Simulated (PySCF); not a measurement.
Coordinates in bohr (charge 0 multiplicity 1):
```
Ge   -0.9649    0.0000   -0.8862
H    -3.1075    0.0000    1.2488
Cl    2.1310    0.0000    1.8399
```

Computed with PySCF, PBE0, basis Ge def2-TZVP, H def2-TZVP, Cl def2-TZVP (no relativity, density fitting).

This geometry of GeHCl is a stationary point at this level.

Question: What is the point group?

Answer: Cs.

Question: Is it a minimum?

Answer: Yes: all harmonic wavenumbers are real.

Question: List the harmonic modes with their infrared intensities.

Answer: 
```csv
symmetry,ω (cm⁻¹),IR (km/mol)
a',404,70.1
a',728,22.2
a',1903,346
```

Question: What are the dipole moment and the gap between the highest occupied and lowest empty levels?

Answer: 1.77 D and 4.11 eV.

Question: What is the atomisation energy, with and without zero-point energy?

Answer: 682 kJ/mol without, 664 kJ/mol with.

Other isomers or separated fragments may lie lower.
